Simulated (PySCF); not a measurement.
Ligands exchanged one at a time, Sn Cl-C2H5. Isolated molecules, 0 K electronic values unless said otherwise. One relaxed conformer stands for each flexible species; it need not be the lowest. Strings in code marks are SMILES.

Quantity: redistribution energy (mixed species minus the weighted end members), in eV.

Level 1: ωB97X-D3(BJ)/def2-TZVP // PBE0-D3(BJ)/def2-SVP (PySCF)
Level 2: BP86/6-31G* (LANL2DZ on Sn) // PBE0-D3(BJ)/def2-SVP (PySCF)
Level 3: PBE/6-31G* (LANL2DZ on Sn) // PBE0-D3(BJ)/def2-SVP (PySCF)
Level 4: SVWN5/6-31G* (LANL2DZ on Sn) // PBE0-D3(BJ)/def2-SVP (PySCF)

```tsv
species	level 2	level 3	level 4
1 of 4 Cl replaced by C2H5: `C[CH2][Sn]([Cl])([Cl])[Cl]`	-0.52	-0.52	-0.52
2 of 4 Cl replaced by C2H5: `[Cl][Sn]([CH2]C)([CH2]C)[Cl]` (C–C–Sn–Cl torsion 56°, Cl–Sn–C–C torsion -56°)	-0.66	-0.66	-0.69
```

Task: What does level 1 give for each?

Result: 
- 1 of 4 Cl replaced by C2H5: `C[CH2][Sn]([Cl])([Cl])[Cl]`: -0.407
- 2 of 4 Cl replaced by C2H5: `[Cl][Sn]([CH2]C)([CH2]C)[Cl]` (C–C–Sn–Cl torsion 56°, Cl–Sn–C–C torsion -56°): -0.56
